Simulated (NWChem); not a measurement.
Molecule: C₄H₄ClF; SMILES C(=C)/C(=C\F)Cl

```xyz
10

C     -1.9655     1.2423     0.0000
C     -1.3184     0.0704     0.0000
C      0.1251    -0.1203     0.0000
Cl     1.1797     1.2871     0.0000
C      0.7239    -1.3198     0.0000
F     -0.0030    -2.4518     0.0000
H     -3.0502     1.2737     0.0000
H     -1.4421     2.1929     0.0000
H     -1.8801    -0.8607     0.0000
H      1.7936    -1.4920     0.0000
```
Atoms are numbered in this order, from 1.

Level: B3LYP/6-31G* (spherical d) (NWChem), optimised geometry, unscaled harmonic frequencies. 

List the harmonic frequencies with IR intensities, and the thermochemistry.


```
frequency (cm⁻¹)  IR intensity (km/mol)
----------------  ---------------------
149                                 0.0
204                                 2.1
261                                 2.7
278                                 3.0
394                                10.0
438                                 0.8
534                                 3.7
728                                 1.7
749                                11.0
846                                14.1
942                                36.8
980                                41.2
1020                               14.6
1147                              163.1
1205                               15.8
1332                                4.5
1372                                0.6
1473                               11.5
1681                               14.5
1727                               32.2
3183                                1.4
3196                                2.1
3255                                2.3
3269                                7.1
```

| Property | Result |
|---|---|
| zero-point energy | 43.4 kcal/mol |
| thermal correction to the enthalpy at 298.15 K (with zero-point energy) | 47.9 kcal/mol |
| heat capacity Cv | 21.3 cal/(mol K) |
| entropy at 298.15 K and 1 atm (symmetry number 1) | 79.1 cal/(mol K) |
| dipole moment | 0.41 D |

Rigid rotor and harmonic oscillator.
